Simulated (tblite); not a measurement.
Species: C₄H₈F₂O₂Si.
Structure used (GFN2-xTB), in Å, numbered top down from 1:
```
atom  x, y, z in Å
C1    -0.419    2.109   -0.800
C2     0.174    0.971   -0.460
C3    -0.213   -0.363   -1.056
O4    -0.384   -1.357   -0.048
C5    -1.452   -1.149    0.750
F6    -2.615   -1.422    0.097
F7    -1.392   -2.005    1.775
O8     1.170    0.944    0.436
Si9    1.948   -0.248    1.246
H10   -1.216    2.131   -1.519
H11   -0.102    3.044   -0.376
H12   -1.118   -0.271   -1.664
H13    0.605   -0.746   -1.672
H14   -1.542   -0.119    1.146
H15    1.099   -0.776    2.309
H16    3.036    0.573    1.759
H17    2.414   -1.305    0.353
```

Computed values, GFN2-xTB/tblite, gas phase, harmonic and unscaled. Against measured fundamentals such values can be off by several per cent, at times by over 20. Modes of hydrogen on silicon can be 10 to 20 % off. One conformer, not necessarily the lowest.

Harmonic wavenumbers (cm⁻¹): 45.1, 58.7, 84.4, 87.1, 126.5, 206.4, 223.1, 309.3, 353.6, 428.8, 449.6, 503.4, 577.6, 606.5, 632.5, 666.5, 710.4, 725.1, 779.5, 793.6, 831.8, 852.8, 890.6, 957.1, 979.4, 1045.9, 1057.9, 1091.1, 1125.3, 1215.9, 1275.9, 1279.3, 1292.4, 1302.9, 1386.1, 1435.9, 1701.9, 2276.2, 2289.2, 2331.5, 2849.7, 2957.5, 2976.4, 3135.8, 3172.9.

A = 1808, B = 1050, C = 759.8 MHz; mass 154.026 u (most abundant isotopes); point group C1, symmetry number 1.

**Question.** Zero-point energy?

**Answer.** ½Σν̃ = 25040 cm⁻¹ = 299.54 kJ/mol.

**Question.** Give the ideal-gas entropy at 298.15 K and 1 bar in the rigid-rotor, harmonic-oscillator model (classical rotation).

**Answer.** Translation 171.68, rotation 124.64, vibration 136.92: S = 433.2 J/(mol K).

**Question.** And Cp and H(298.15 K) − H(0)?

**Answer.** Cp = 168.53 J/(mol K), of which vibrations give 135.27 (their classical limit is 45 R = 374.2); H(298.15 K) − H(0) = 30.71 kJ/mol without the zero-point energy, 20.79 from vibrations.

**Question.** What must be added to the electronic energy to get the Gibbs energy at 298.15 K and 1 bar?

**Answer.** ZPE + [H(298.15 K) − H(0)] − T·S = 299.54 + 30.71 − 129.17 = 201.08 kJ/mol.

**Question.** Which modes carry the vibrational entropy at 298.15 K?

**Answer.** 45.1 cm⁻¹: 21.01; 58.7 cm⁻¹: 18.83; 84.4 cm⁻¹: 15.84; 87.1 cm⁻¹: 15.58; 126.5 cm⁻¹: 12.55; 206.4 cm⁻¹: 8.68 J/(mol K); the other 39 give 44.43 together.

Hindered rotation and anharmonicity are outside this model. Other conformers, if any are populated, would add a mixing term that is left out. The structure is chiral; the term R ln 2 for an equal mix with its mirror image is left out.

Time: 1.1 s of wall time. Hardware: one thread, Arm Neoverse N1 (aarch64), shared host. The figure is for the frequency step alone.
